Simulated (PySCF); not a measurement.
**Structure from 2D NMR**

Compound of formula C$_{5}$H$_{8}$NPSi. Correlations simulated from computed shifts and the bond graph:

HSQC (one-bond C–H):
```tsv
δH	δC
9.86	185.2
9.22	156.3
3.10	33.9
```

HMBC (two and three bonds, from the bond graph):
```tsv
δH	δC
9.86	205.8, 156.3, 127.7
9.22	205.8, 185.2, 127.7
4.53	185.2, 156.3, 127.7
3.10	205.8
```

Carbons without hydrogens: δ 205.8, 127.7.

Calculated, not measured (PySCF 2.14): GFN2-xTB geometry, shielding tensors at PBE0/pcSseg-1 (GIAO). Fast rotation and ring inversion assumed for equivalent nuclei, in vacuum, one conformer, non-relativistic.

Scale: $^{1}$H (σ = 31.72 ppm), $^{13}$C (σ = 186.93 ppm) vs TMS (reference shieldings calculated alike).

Exchangeable hydrogens are left out of these lists.

Q: Work out the connectivity.

A: `Cc1ncc([SiH3])cp1`.

Atoms are numbered as in `[CH3:1][c:2]1[n:3][cH:4][c:5]([SiH3:6])[cH:7][p:8]1` (H(Xn): hydrogen on atom n).

- δC 205.8 is C2, a substituted aromatic carbon next to a ring nitrogen.
- δC 185.2 is C7, an aromatic CH (δH 9.86).
- δC 156.3 is C4, an aromatic CH next to a ring nitrogen (δH 9.22).
- δC 127.7 is C5, a substituted aromatic carbon.
- δC 33.9 is C1, a methyl carbon on an aromatic ring (δH 3.10).
- HMBC from δH 9.86 reaches the proton-free carbons C2, C5.
- HMBC from δH 9.22 reaches the proton-free carbons C2, C5.
- HMBC from δH 4.53 reaches the proton-free carbon C5.
- HMBC from δH 3.10 reaches the proton-free carbon C2.

The shifts were computed for this structure.

Shifts are as computed. Against solution values, carbons near 30 ppm lie about +3 ppm off and those near 130 ppm about +5 ppm. Of 1211 compounds with measured shifts, 218 miss one by over three times the rms of a fit or turn the order of signals round; such compounds aren't used in these exercises.
